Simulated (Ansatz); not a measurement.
`CO[SiH](F)[SeH]` → `F[SiH2][SeH]` + `C=O` at 500 K and 1 bar (β-hydride elimination).

Computed with Ansatz on PBE0-D4/def2-TZVP structures; ΔE is electronic, products minus reactants. CCSD(T)/CBS adds triple-zeta CCSD(T) − MP2 to the extrapolated MP2 energy (def2 sets, frozen cores). This one scheme is used for every species. For Se outer-core shells are correlated without core-valence functions, which leaves a few kJ/mol of doubt a bond. Scalar relativity is left out up to krypton. One conformer a species, not always the lowest.

```csv
species,CCSD(T)/CBS energy (Eh),H − E (kJ/mol),S (J/(mol·K))
`CO[SiH](F)[SeH]`,-2905.94213,214.4,441.3
`F[SiH2][SeH]`,-2791.46485,106.5,348.1
`C=O`,-114.39408,87.9,238.5
```

H − E and S are ideal-gas, rigid-rotor, harmonic terms from PBE0-D4/def2-TZVP, for one conformer and one mirror image of each species. 1 Eh = 2625.50 kJ/mol, R = 8.31446 J/(mol·K).

Task: By hand: ΔE, ΔH, ΔS and ΔG.

Result: ΔE = (-2791.46485) + (-114.39408) − (-2905.94213) = 0.08320 Eh = 218.4 kJ/mol. Δ(H − E) = 106.5 + 87.9 − 214.4 = -20.0, so ΔH = 198.4 kJ/mol. ΔS = 348.1 + 238.5 − 441.3 = 145.3 J/(mol·K). ΔG = 198.4 − 500 × (145.3)/1000 = 125.8 kJ/mol.

Task: By hand: the equilibrium constant, and the temperature at which ΔG would vanish if ΔH and ΔS stayed fixed.

Result: log₁₀ K = −ΔG/(RT ln 10) = -13.1. ΔG = 0 at ΔH/ΔS = 1365 K.

The number of gas molecules changes by +1, which sets the sign of ΔS. A doubt of 5 kJ/mol in ΔE shifts log₁₀ K by 0.5 here. Other conformers and mirror images would add mixing entropy, several J/(mol·K) or more a flexible species. These are equilibria of isolated gas molecules and say nothing of rates. Largest T1 diagnostic: 0.015 (customary marks: 0.02 for closed shells, 0.045 for open ones).
